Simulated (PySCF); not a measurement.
# Unknowns

[PySCF 2.14: coordinates at the GFN2-xTB level; shielding tensors at PBE0/pcSseg-1 (GIAO); no relativistic terms; one computed conformer; rapidly exchanging positions averaged; in vacuum]

References, each an isolated molecule treated in the same way: ¹H (σref 31.72) and ¹³C (σref 186.93) against TMS. Splittings of carbon signals by F and P are missing where no couplings were computed. Where no couplings were computed, multiplicities follow the n + 1 count of equivalent neighbours, and m marks all less simple cases (inequivalent or close neighbours, rings, F or P nearby). Shifts are as computed. Against solution values, carbons near 30 ppm lie about +3 ppm off and those near 130 ppm about +5 ppm. Of 1211 compounds with measured shifts, 218 miss one by over three times the rms of a fit or turn the order of signals round; such compounds aren't used in these exercises.

Question: C$_{4}$H$_{5}$F$_{5}$O. ¹H NMR (400 MHz, computed): δ 3.88 (m, 2H), 3.63 (s, 3H). ¹³C{¹H} NMR (computed): δ 128.7 (C), 121.0 (C), 74.6 (CH2), 61.9 (CH3). What is it?

Answer: `COCC(F)(F)C(F)(F)F`. The formula gives 0 degrees of unsaturation. 4 carbon signals for 4 carbons: no two carbons are equivalent. Carbon types of the structure: 2 × C, 1 × CH2, 1 × CH3, which accounts for all hydrogens. δC 128.7: CF3 carbon; 3 electronegative neighbours deshield it. δC 121.0: fully substituted sp3 carbon bonded to 2 F; 2 electronegative neighbours deshield it. δC 74.6: sp3 CH2 bonded to O; deshielded by the electronegative neighbour. δC 61.9: methyl carbon bonded to O; pulled downfield by the heteroatom.

The shifts were computed for this structure.

Question: C$_{5}$H$_{9}$FOSi. ¹H NMR (400 MHz, computed): δ 7.09 (m, 1H), 6.78 (m, 1H), 6.04 (m, 1H), 6.03 (m, 1H), 5.41 (d, 2H), 3.85 (s, 3H). ¹³C{¹H} NMR (computed): δ 166.1 (CH), 146.8 (CH), 132.0 (CH), 120.7 (CH), 53.6 (CH3). Identify the compound.

Answer: `CO[SiH2]/C=C\C=C\F`. Rings plus π bonds: 2 (no ring in the answer). 5 carbon signals for 5 carbons: no two carbons are equivalent. Carbon types of the structure: 4 × CH, 1 × CH3, leaving 2 H on heteroatoms. δC 166.1, 146.8, 132.0, 120.7: alkene CH. δC 53.6: methyl carbon bonded to O; the inductive effect lowers its shielding. δH 7.09, 6.78, 6.04, 6.03: hydrogen on an alkene CH; olefinic region. δH 3.85: hydrogen on a methyl carbon bonded to O; its carbon carries O, which withdraws density.

The data come from this structure; uniqueness wasn't tested.
